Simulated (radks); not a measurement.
Values are calculated unless marked as measured or tabulated.
Fractional charge and spin in the 4p shell of molybdenum: the spin-up occupation runs from 2 to 3 and the spin-down occupation from 2 to 3; the fullest corner is Mo2+, [Ar] 3d10 4s2 4d(up 2, down 2) 4p(up 3, down 3). Code: a radial shooting solver on a logarithmic mesh with Libxc functionals. Model: scalar-relativistic Kohn-Sham, r2SCAN, spin-polarised, spherical densities, finite nucleus; meta-GGA in the generalised Kohn-Sham scheme; Fermi nuclear charge, rms radius of each element as measured or else 0.836 A^(1/3) + 0.57 fm. Energy (eV) above the fullest corner. The planes named below are the two flat planes that join the four corners, with an edge along up + down = one added electron.

down \ up        2     2.25      2.5    2.75       3
2          145.907  124.185  103.437  83.650  64.810
2.25       124.185  103.535   83.841  65.092  47.271
2.5        103.437   83.841   65.186  47.456  30.636
2.75        83.650   65.092   47.456  30.726  14.885
3           64.810   47.271   30.636  14.885   0.000

Corners above the fullest one (they belong to Mo3+ and the next ion): (up 3, down 2) 64.810 eV, (up 2, down 3) 64.810 eV, (up 2, down 2) 145.91 eV. With half an added electron in each spin the energy lies 0.376 eV from the planes, and with half an added electron in spin up alone -1.921 eV. The planes are only a guide here: the flat-plane condition holds for ground states with one frontier orbital, while this shell lies below other occupied shells, so the corners above the fullest one are inner-hole states and not the ground states of those ions.
